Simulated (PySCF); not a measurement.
C₄H₇FN₂Si.
Z-matrix (Å and degrees, PBE0-D3(BJ)/def2-SVP geometry), rows numbered from 1:
```
F 
C   1  1.3855
C   2  1.4796  1  110.46
C   3  1.3741  2  131.90  1   132.04
N   4  1.3667  3  110.55  2   177.17
C   5  1.3058  4  105.23  3     0.67
N   6  1.3730  5  113.06  4    -0.93
Si  7  1.7865  3  127.97  2    10.40
H   2  1.1005  1  109.24  3   120.91
H   2  1.1047  1  106.77  3  -121.94
H   4  1.0901  3  127.44  2    -2.14
H   6  1.0912  5  125.39  4   178.93
H   8  1.4889  7  104.30  3  -166.62
H   8  1.4858  7  111.26  3    74.45
H   8  1.4861  7  108.57  3   -48.46
```

Computed, not measured: PBE0-D3(BJ)/def2-SVP geometry optimisation, gas phase in PySCF.

Take the most abundant isotopes and a rigid rotor. The values belong to one conformer with, in the numbering `[F:1][CH2:2][c:3]1[cH:4][n:5][cH:6][n:7]1[SiH3:8]`, F1–C2–C3–C4 132°.

(1) Give the principal moments of inertia and the rotational constants in MHz.

(2) Classify the top.

(3) What does the inertial defect say?

(4) List the rotational levels J(Ka,Kc) to J = 5 (cm⁻¹).

(5) Predict some low-J microwave lines.

Answers

(1) Ia = 218.94, Ib = 292.66, Ic = 487.43 u·Å²; 505379 MHz·u·Å²/I gives A = 2308, B = 1727, C = 1037 MHz.

(2) An asymmetric top: κ = (2 × 1727 − 2308 − 1037)/(2308 − 1037) = 0.09.

(3) Not planar: Δ = Ic − Ia − Ib = -24.17 u·Å². For a rigid frame Δ = −2 Σ m c², so Σ m c² = 12.08 u·Å² lies off the ab plane: 5.29 from hydrogen and 6.80 from heavier atoms. The atom farthest from that plane is 1.45 Å away.

(4) Above 0(0,0):
J = 1: 1(0,1) 0.0922, 1(1,1) 0.1116, 1(1,0) 0.1346
J = 2: 2(0,2) 0.2648, 2(1,2) 0.2729, 2(1,1) 0.3420, 2(2,1) 0.4002, 2(2,0) 0.4119
J = 3: 3(0,3) 0.5065, 3(1,3) 0.5088, 3(1,2) 0.6425, 3(2,2) 0.6767, 3(2,1) 0.7234, 3(3,1) 0.8374, 3(3,0) 0.8418
J = 4: 4(0,4) 0.8154, 4(1,4) 0.8160, 4(1,3) 1.0212, 4(2,3) 1.0357, 4(2,2) 1.1409, 4(3,2) 1.2217, 4(3,1) 1.2467, 4(4,1) 1.4261, 4(4,0) 1.4274
J = 5: 5(0,5) 1.1928, 5(1,5) 1.1929, 5(1,4) 1.4665, 5(2,4) 1.4712, 5(2,3) 1.6508, 5(3,3) 1.6968, 5(3,2) 1.7680, 5(4,2) 1.9125, 5(4,1) 1.9229, 5(5,1) 2.1678, 5(5,0) 2.1681
The levels of one J sum to (2J + 1)J(J + 1)(A + B + C)/3.

(5) The dipole components are |μa| = 2.11 D, |μb| = 0.40 D, |μc| = 1.19 D. Intensities carry the squares of the components, which stand as 1.00 : 0.04 : 0.32 (a : b : c). Some lines, for components of 0.1 D or more:

| type | branch | J(Ka,Kc) | MHz | lower level (cm⁻¹) |
| --- | --- | --- | --- | --- |
| c | Q | 1(1,1) ← 1(0,1) | 581 | 0.092 |
| b | Q | 1(1,0) ← 1(0,1) | 1272 | 0.092 |
| a | Q | 3(2,1) ← 3(2,2) | 1399 | 0.677 |
| c | Q | 2(2,1) ← 2(1,1) | 1744 | 0.342 |
| a | Q | 2(1,1) ← 2(1,2) | 2070 | 0.273 |
| a | R | 1(0,1) ← 0(0,0) | 2764 | 0.000 |
| b | Q | 3(1,2) ← 3(0,3) | 4080 | 0.506 |
| b | Q | 3(3,1) ← 3(2,2) | 4817 | 0.677 |
| b | Q | 3(2,2) ← 3(1,3) | 5034 | 0.509 |
| b | R | 3(0,3) ← 2(1,2) | 7001 | 0.273 |
| a | R | 3(1,3) ← 2(1,2) | 7071 | 0.273 |
| c | R | 2(1,1) ← 1(0,1) | 7489 | 0.092 |
| a | R | 3(2,2) ← 2(2,1) | 8291 | 0.400 |
| c | R | 2(2,0) ← 1(1,0) | 8314 | 0.135 |
| a | R | 3(2,1) ← 2(2,0) | 9338 | 0.412 |
| c | R | 3(2,2) ← 2(1,2) | 12106 | 0.273 |
| c | R | 3(3,0) ← 2(2,0) | 12887 | 0.412 |
| c | R | 3(3,1) ← 2(2,1) | 13108 | 0.400 |

Whether it is a minimum is left open (no frequencies). No vibrational averaging or centrifugal distortion is included, and the geometry carries the error of its method. A rigid rotor knows nothing of internal rotation, which can split or shift real lines. Quadrupole hyperfine structure (14N) is left out.
